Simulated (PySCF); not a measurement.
Method: PBE-D3(BJ)/def2-TZVP // B3LYP-D3(BJ)/def2-TZVP in PySCF. Gas-phase values, no solvent. 

Reference species (SMILES): `C1C(=O)C1` (neutral, multiplicity 1).

- HOMO = -5.51 eV
- LUMO = -2.09 eV
- dipole moment = 2.78 D

After one change: the HOMO goes up by 1.25 eV; the LUMO rises by 1.25 eV; the dipole moment drops by 0.25 D.

Problem. Which change was made? The new species is one of these.
(A) `CC#CO`
(B) `CC1=CO1`
(C) `C=C1CO1`
(D) `CC=C=O`

Solution. B, `CC1=CO1`
